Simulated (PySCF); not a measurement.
**Correlation energy of Te+ (tellurium, charge +1)**

[Kr] 4d10 5s2 5p3, high-spin 4S determinant. Computed with PySCF 2.14 in aug-cc-pwCVTZ-DK3 (10s9p7d4f1g, 109 functions), with the spin-free X2C one-electron Hamiltonian (Gaussian nucleus). Frozen: [Kr] 4d10; 5 electrons correlated.

| level | correlation energy (mhartree) |
| --- | --- |
| CCSD | -77.83 |
| (T) | -2.40 |
| CCSD(T) | -80.23 |

Diagnostics: T1 = 0.0026, D1 = 0.0066, largest double amplitude 0.037.

Q: Is a single reference adequate?

A: Yes, within this model without spin-orbit coupling: T1 lies below 0.03 and no double amplitude reaches 0.07.
